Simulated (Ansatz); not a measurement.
Geometry optimisation, Ansatz 0.2.0, RKS LDA/6-31G.

The input (input.yaml):

```yaml
crystal:
  periodic: [false, false, false]
  atoms:
    - { symbol: Si, position_ang: [0.0, 0.0, 0.0] }
    - { symbol: O, position_ang: [0.0, 0.0, 1.68] }
    - { symbol: Si, position_ang: [-1.3147, -0.4067, 2.6436] }
    - { symbol: H, position_ang: [-2.239, -1.2403, 1.8804] }
    - { symbol: H, position_ang: [-0.8506, -1.1432, 3.8157] }
    - { symbol: H, position_ang: [-1.9987, 0.8095, 3.0733] }
    - { symbol: O, position_ang: [1.5842, 0.0, -0.5594] }
    - { symbol: C, position_ang: [2.3503, -1.1632, -0.836] }
    - { symbol: H, position_ang: [1.7187, -1.9052, -1.3675] }
    - { symbol: H, position_ang: [3.2179, -0.8926, -1.4733] }
    - { symbol: H, position_ang: [2.7141, -1.6023, 0.1163] }
    - { symbol: Cl, position_ang: [-1.0032, 1.7381, -0.7093] }
    - { symbol: Cl, position_ang: [-1.0032, -1.7381, -0.7093] }
basis:
  gaussian: { orbitals: "6-31G" }
hamiltonian:
  xc: lda
relax:
  f_tol: 0.02
  max_steps: 40
output:
  orbitals: {}
```

Command:

```bash
$ ansatz run input.yaml --threads 2 --pin off --max-ram 3072MiB --backend cpu --events-out ev --progress --plain --runs-dir out
```

Question: Where does it end, and by what steps?

Answer: The forces met the threshold. The force dipped under the threshold on the way, but the program's further checks kept it going. Limits of this set-up: no polarisation functions. After 14 steps the energy has fallen by 0.355 eV; H4 moved furthest, 0.85 Å.

| step | energy less start (eV) | largest force component (eV/Å) | accepted |
| --- | --- | --- | --- |
| 0 | 0.0000 | 1.310 | yes |
| 1 | -0.2282 | 0.857 | yes |
| 2 | -0.2925 | 0.375 | yes |
| 3 | -0.3108 | 0.199 | yes |
| 4 | -0.3303 | 0.364 | yes |
| 5 | -0.3460 | 0.140 | yes |
| 6 | -0.3497 | 0.108 | yes |
| 7 | -0.3509 | 0.080 | yes |
| 8 | -0.3530 | 0.038 | yes |
| 9 | -0.3538 | 0.017 | yes |
| 10 | -0.3534 | 0.100 | no |
| 11 | -0.3543 | 0.068 | yes |
| 12 | -0.3544 | 0.053 | yes |
| 13 | -0.3548 | 0.036 | yes |
| 14 | -0.3550 | 0.010 | yes |

```xyz
13
Properties=species:S:1:pos:R:3
Si -0.137 -0.085 -0.273
O -0.511 -0.436 1.292
Si -1.344 -0.439 2.790
H -2.560 -1.330 2.666
H -0.388 -0.978 3.827
H -1.754 0.980 3.123
O 1.518 -0.013 -0.594
C 2.390 -1.157 -0.713
H 1.970 -1.910 -1.408
H 3.344 -0.782 -1.115
H 2.563 -1.623 0.275
Cl -0.903 1.838 -0.789
Cl -1.013 -1.609 -1.527
```

Whether the end is a true minimum wasn't checked by a vibrational analysis.

The run took 50 s on 2 threads of Arm Neoverse V1, on a shared host, peak memory 0.15 GiB.
